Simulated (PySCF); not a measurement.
PySCF 2.14 output of a UHF calculation on a single atom or ion in def2-SVP (4s3p1d, 18 functions), with the non-relativistic Hamiltonian (point nucleus):

```
SCF conv_tol = 1e-09
number electrons alpha = 5  beta = 5
cycle= 1 E= -198.755930119426  delta_E= -6.82e-13  |g|= 4.6e-08  |ddm|= 9.94e-07
converged SCF energy = -198.755930119426  <S^2> = -8.8817842e-16  2S+1 = 1
```

The run itself started from symmetry-adapted Hartree-Fock orbitals and held the occupation by maximum overlap, so the iterations belong to that start.

Task: Which element, charge and spin multiplicity is this?

Result: Mg(2+) (magnesium, charge +2), multiplicity 1; the state was [Ne], closed-shell 1S.
